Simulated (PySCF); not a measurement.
## Ionisation energy of Br⁹⁺ by level of theory

Br⁹⁺ [Ar] 3d8 [3d3/2^4 3d5/2^4, M_J = 4] → Br¹⁰⁺ [Ar] 3d7 [3d3/2^4 3d5/2^3, M_J = 9/2], as a difference of total energies. Computed with PySCF 2.14 in an uncontracted even-tempered set (18 s from 0.53 bohr⁻², ratio 2.8; 13 p from 0.69 bohr⁻², ratio 2.8; 9 d from 0.69 bohr⁻², ratio 2.8; 4 f from 4.2 bohr⁻², ratio 3), with the two-component X2C-1e Hamiltonian. Correlated levels: [Ne] frozen; the 86 highest virtual spinors dropped. "Screened" scales the spin-orbit matrix elements by Boettger's factors to mimic the two-electron term; Breit and QED terms are absent.

```json
{"method": "GHF (screened spin-orbit)", "ionisation energy (eV)": "261.29"}
{"method": "GMP2 (screened spin-orbit)", "ionisation energy (eV)": "262.89"}
```

Question: How much does correlation contribute at GMP2 (screened spin-orbit)?

Answer: 262.89 − (261.29) = 1.60 eV, measured against GHF (screened spin-orbit).

The labels give the starting determinants; with spin-orbit coupling the two ends relaxed to ⟨J²⟩ = 20.00, ⟨L²⟩ = 12.05, ⟨S²⟩ = 1.99 and ⟨J²⟩ = 24.75, ⟨L²⟩ = 12.18, ⟨S²⟩ = 3.69.

For comparison: 261 ± 2.2 eV (theoretical estimate listed by NIST; NIST Atomic Spectra Database, ionization energies).
